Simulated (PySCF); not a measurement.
**Ar⁺ (argon, charge +1) across methods**

[Ne] 3s1 3p5 3d1, one real determinant (an excited configuration). Computed with PySCF 2.14 in aug-cc-pVDZ-DK, with the spin-free X2C one-electron Hamiltonian (Gaussian nucleus).

```csv
method,E (hartree),mean ε 3p α (eV),mean ε 3p β (eV),mean ε 3d α (eV),Σ⟨r²⟩ (bohr²),⟨S²⟩
B3LYP,-527.5166,-27.551,-24.354,-4.917,22.26,3.752
PBE,-527.3256,-25.907,-23.195,-4.033,22.23,3.751
r2SCANh,-527.4607,-27.492,-23.870,-4.689,22.28,3.752
LDA,-525.8746,-25.956,-23.321,-3.869,22.30,3.751
PBE0,-527.3414,-28.073,-24.488,-5.268,22.24,3.751
r2SCAN,-527.4672,-26.733,-23.384,-4.225,22.28,3.752
M06-2X,-527.4891,-29.782,-25.907,-6.164,22.35,3.755
HSE06,-527.3614,-27.641,-24.086,-4.857,22.24,3.751
UHF,-526.75706,-33.726,-26.876,-8.367,22.49,3.756
```

⟨L²⟩ = 8.00 against 12 for a pure F term, so this real determinant mixes terms. The outer electron is Rydberg-like, and this basis confines it to a smaller radius and binds it less than a complete one would.
